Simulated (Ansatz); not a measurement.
Reaction (ligand exchange at the Se–B bond): `ClB(Cl)[SeH]` + `OPO` → `OP(O)[SeH]` + `ClBCl`

Program: Ansatz. Geometries: PBE0-D4/def2-TZVP. ΔE: electronic, gas phase. CCSD(T)/CBS adds triple-zeta CCSD(T) − MP2 to the extrapolated MP2 energy (def2 sets, frozen cores). This one scheme is used for every species. Functionals use def2-TZVPP. For Se outer-core shells are correlated without core-valence functions, which leaves a few kJ/mol of doubt a bond. Scalar relativity is left out up to krypton. One conformer a species, not always the lowest.

```
             level  ΔE (kJ/mol)  difference from CCSD(T)/CBS
            PBE-D4         25.7                         -8.9
           ωB97X-V         34.1                         -0.5
          PBE-QIDH         36.8                          2.2
               PBE         25.4                         -9.2
              PBE0         30.1                         -4.5
           r2SCANh         27.0                         -7.6
     HF/def2-TZVPP         32.1                         -2.5
    MP2/def2-TZVPP         41.5                          6.9
SCS-MP2/def2-QZVPP         37.7                          3.1
    CCSD/CBS(def2)         35.3                          0.7
       CCSD(T)/CBS         34.6                            0
```

Task: What do rigid-rotor, harmonic-oscillator terms from PBE0-D4/def2-TZVP frequencies (298.15 K, 1 bar) make of the CCSD(T)/CBS value? (Estimate.)

Result: Computed: ΔZPE = -3.8 kJ/mol, ΔH = +33.0 kJ/mol, ΔS = 12 J/(mol·K), ΔG = +29.4 kJ/mol.

Largest T1 diagnostic among the species: 0.013.

At CCSD(T), def2-SVP lies +14.1 kJ/mol from the extrapolated value and def2-TZVPP +4.1 kJ/mol. From PBE to PBE0 (25 % exact exchange), in def2-TZVPP and without D4, ΔE moves by +4.7 kJ/mol. Leaving LDA and LC-ωPBE aside and taking each functional with its dispersion term where it has one, the values, not all of them listed here, spread over 15.4 kJ/mol, from BLYP-D4 to PBE-QIDH. LDA lies +3.3 kJ/mol from PBE without D4.
